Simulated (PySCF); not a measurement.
Si(Me)(OH)2(nBu), C5H14O2Si, SMILES CCCC[Si](C)(O)O (GFN2-xTB optimised geometry):

```
22

C     -1.097    -0.764    -5.385
C     -1.629    -1.430    -4.122
C     -1.048    -0.800    -2.858
C     -1.581    -1.457    -1.587
Si    -0.858    -0.694     0.000
C     -1.514    -1.588     1.546
O     -1.264     0.881     0.000
O      0.785    -0.694     0.000
H     -1.351     0.294    -5.392
H     -1.524    -1.225    -6.273
H     -0.014    -0.854    -5.437
H     -1.382    -2.495    -4.142
H     -2.718    -1.345    -4.098
H     -1.295     0.262    -2.837
H      0.041    -0.883    -2.883
H     -2.667    -1.367    -1.577
H     -1.365    -2.527    -1.623
H     -2.579    -1.422     1.673
H     -1.019    -1.227     2.443
H     -1.357    -2.661     1.497
H     -0.657     1.517     0.371
H      1.264    -1.517    -0.026
```

Level of theory: PySCF with CAM-B3LYP/def2-SVP.

### Question
What are the frontier orbital energies and the dipole moment?

### Answer
HOMO-2 -10.31 eV, HOMO-1 -10.18 eV, HOMO -8.77 eV, LUMO 2.14 eV, LUMO+1 3.03 eV; dipole moment 1.63 D.

On the same geometry PySCF with PBE/def2-SVP gives HOMO-2 -7.24 eV, HOMO-1 -7.02 eV, HOMO -6.01 eV, LUMO 0.42 eV, LUMO+1 1.14 eV; dipole moment 1.54 D.

Meta-Löwdin charges at CAM-B3LYP/def2-SVP: C1 -0.28, C2 -0.15, C3 -0.15, C4 -0.44, Si5 1.27, C6 -0.58, O7 -0.72, O8 -0.72, H9 0.09, H10 0.09, H11 0.09, H12 0.08, H13 0.08, H14 0.09, H15 0.08, H16 0.10, H17 0.09, H18 0.11, H19 0.11, H20 0.10, H21 0.33, H22 0.33.
